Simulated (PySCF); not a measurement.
A geometry optimisation, step by step.

Species: C₇H₁₈P₂.
SMILES with atom numbers: `[CH3:1][CH2:2][P:3]([CH2:4][CH2:5][PH2:6])[CH:7]([CH3:8])[CH3:9]` (hydrogens: H10, H11, H12 on C1; H13, H14 on C2; H15, H16 on C4; H17, H18 on C5; H19, H20 on P6; H21 on C7; H22, H23, H24 on C8; H25, H26, H27 on C9)

Method: PBE0-D3(BJ)/def2-SVP geometry optimisation, gas phase (PySCF 2.14.0); density fitting, grid level 1; the optimiser is geomeTRIC in internal coordinates, started from a GFN2-xTB structure with every atom displaced at random (about 0.01 Å). 3 of its 7 geometries are shown. The frame can shift and turn from step to step; on so coarse a grid that alone can change the energy by a few meV, and forces under 0.02 eV/Å are noise.

Step 0: E = -26103.5095 eV, largest atomic force 2.090 eV/Å
```
atom  x, y, z in Å  |  force x, y, z in eV/Å
C1     -2.113   -1.944   -0.527   -0.842   1.679  -0.082
C2     -0.837   -1.183   -0.815   -0.785   0.459   0.663
P3     -0.274   -0.187    0.656    1.044   0.328  -0.450
C4      1.570   -0.035    0.140   -1.693  -1.114   0.508
C5      2.334   -1.259    0.585    0.576   0.912   0.337
P6      4.120   -1.081    0.082   -0.113   0.597   0.585
C7     -0.779    1.543    0.144   -0.474   0.179   0.622
C8     -2.283    1.622   -0.066   -0.034  -0.108  -0.110
C9     -0.371    2.540    1.247    0.143  -1.155  -1.254
H10    -2.431   -2.515   -1.385   -0.219  -0.550  -0.572
H11    -2.948   -1.230   -0.290    0.449  -0.515  -0.107
H12    -2.003   -2.585    0.326    0.107  -0.686   0.727
H13    -0.077   -1.900   -1.042    1.038  -0.630  -0.291
H14    -0.948   -0.520   -1.675    0.019   0.157  -0.351
H15     1.953    0.849    0.604    0.482   0.944   0.439
H16     1.592    0.094   -0.937    0.088   0.129  -0.628
H17     2.311   -1.315    1.684   -0.022  -0.118   0.020
H18     1.911   -2.170    0.190   -0.312  -0.648  -0.252
H19     3.898   -1.362   -1.265   -0.043  -0.066  -0.872
H20     4.433   -2.407    0.349    0.490  -0.874   0.214
H21    -0.298    1.796   -0.807    0.331   0.062  -0.184
H22    -2.810    1.253    0.824   -0.181   0.120   0.156
H23    -2.593    2.657   -0.278   -0.064   0.037   0.108
H24    -2.622    1.011   -0.910   -0.020  -0.106  -0.174
H25    -0.847    2.279    2.170   -0.483  -0.186   0.947
H26     0.696    2.528    1.394    0.853   0.057   0.232
H27    -0.653    3.531    0.962   -0.334   1.096  -0.228
```

Step 3: E = -26103.7814 eV, largest atomic force 0.036 eV/Å
```
atom  x, y, z in Å  |  force x, y, z in eV/Å
C1     -2.300   -2.019   -0.721   -0.008   0.010   0.002
C2     -0.998   -1.291   -1.020    0.001   0.014  -0.005
P3     -0.346   -0.276    0.405   -0.013   0.006  -0.001
C4      1.428   -0.131   -0.151   -0.007  -0.011   0.011
C5      2.261   -1.346    0.234    0.010  -0.011   0.012
P6      4.047   -1.144   -0.278   -0.011   0.031   0.014
C7     -0.931    1.445   -0.061    0.009  -0.005   0.010
C8     -2.447    1.496   -0.211   -0.005  -0.002   0.006
C9     -0.455    2.447    0.986    0.007  -0.006  -0.008
H10    -2.621   -2.631   -1.579   -0.002  -0.005  -0.007
H11    -3.119   -1.323   -0.487    0.005  -0.005  -0.003
H12    -2.187   -2.687    0.146    0.002  -0.005   0.010
H13    -0.211   -2.028   -1.250    0.012  -0.017  -0.002
H14    -1.088   -0.653   -1.917   -0.004   0.003   0.002
H15     1.848    0.773    0.319    0.015   0.012   0.009
H16     1.459    0.041   -1.243   -0.006   0.001  -0.014
H17     2.255   -1.468    1.330   -0.005   0.003  -0.002
H18     1.836   -2.270   -0.187   -0.004  -0.008  -0.015
H19     3.861   -1.386   -1.675   -0.001  -0.002  -0.015
H20     4.465   -2.486   -0.022    0.006  -0.019   0.004
H21    -0.470    1.696   -1.035   -0.003   0.000  -0.013
H22    -2.950    1.160    0.711    0.002  -0.001  -0.001
H23    -2.779    2.527   -0.412    0.001   0.002  -0.001
H24    -2.806    0.869   -1.041    0.002   0.003   0.002
H25    -0.902    2.228    1.968   -0.004  -0.005   0.009
H26     0.638    2.439    1.109    0.005   0.004  -0.002
H27    -0.747    3.471    0.704   -0.004   0.012  -0.004
```

Step 6: E = -26103.7826 eV, largest atomic force 0.021 eV/Å
```
atom  x, y, z in Å  |  force x, y, z in eV/Å
C1     -2.301   -2.025   -0.727    0.009  -0.002  -0.005
C2     -1.001   -1.289   -1.023   -0.005  -0.014   0.009
P3     -0.356   -0.276    0.406    0.004   0.004   0.007
C4      1.423   -0.138   -0.133    0.003  -0.008  -0.007
C5      2.242   -1.373    0.223   -0.006   0.020  -0.005
P6      4.040   -1.142   -0.232    0.008  -0.012  -0.003
C7     -0.935    1.444   -0.068   -0.007   0.007  -0.006
C8     -2.454    1.501   -0.178    0.004   0.002  -0.002
C9     -0.428    2.461    0.950    0.001   0.001   0.000
H10    -2.615   -2.638   -1.586    0.001   0.001   0.003
H11    -3.124   -1.333   -0.496   -0.003   0.002   0.002
H12    -2.186   -2.692    0.141   -0.002   0.002  -0.002
H13    -0.211   -2.024   -1.253   -0.003   0.008  -0.005
H14    -1.093   -0.649   -1.918    0.001   0.000  -0.001
H15     1.852    0.746    0.367   -0.003  -0.004  -0.002
H16     1.465    0.062   -1.220   -0.001   0.001   0.005
H17     2.207   -1.539    1.312   -0.003  -0.006   0.000
H18     1.829   -2.277   -0.250    0.006   0.001   0.002
H19     3.891   -1.319   -1.644    0.000   0.001   0.004
H20     4.461   -2.494   -0.028   -0.005   0.005  -0.002
H21    -0.500    1.678   -1.059    0.004  -0.005   0.004
H22    -2.933    1.179    0.761   -0.001  -0.001   0.000
H23    -2.787    2.531   -0.385    0.000  -0.001   0.000
H24    -2.838    0.864   -0.989   -0.001  -0.002   0.000
H25    -0.844    2.255    1.949    0.003   0.001  -0.002
H26     0.669    2.460    1.039   -0.001   0.001  -0.002
H27    -0.732    3.481    0.662   -0.002  -0.003   0.004
```

**Question.** Summarise the path.

**Answer.** The energy falls by 26.36 kJ/mol from step 0 to step 6; nine tenths of that is first reached at step 1. It falls at every step. The largest force goes from 2.090 to 0.021 eV/Å. Among the bonds P3–C4 changes most, from 1.920 to 1.864 Å; the atoms move by 0.089 Å rms after alignment.

**Question.** Follow the three bonds and two angles with the largest change from start to end.

**Answer.** 
```tsv
step	E above end (kJ/mol)	largest force (eV/Å)	P3–C4 (Å)	P6–H20 (Å)	P6–H19 (Å)	C5–P6–H20 (°)	P3–C4–C5 (°)
0	26.36	2.090	1.920	1.389	1.393	94.2	110.0
1	1.19	0.340	1.868	1.441	1.440	97.0	112.2
2	0.22	0.072	1.864	1.431	1.432	97.0	112.3
3	0.12	0.036	1.865	1.429	1.430	97.4	112.5
4	0.08	0.027	1.864	1.429	1.430	97.5	112.6
5	0.04	0.025	1.864	1.430	1.430	97.6	112.7
6	0.00	0.021	1.864	1.430	1.431	97.6	112.7
```

The cost below is that of the whole optimisation. On Arm Neoverse V1, one thread, no GPU, shared host with 32 logical CPUs at a one-minute load of 11, this took 4.1 min and 0.94 GiB of memory at its peak.
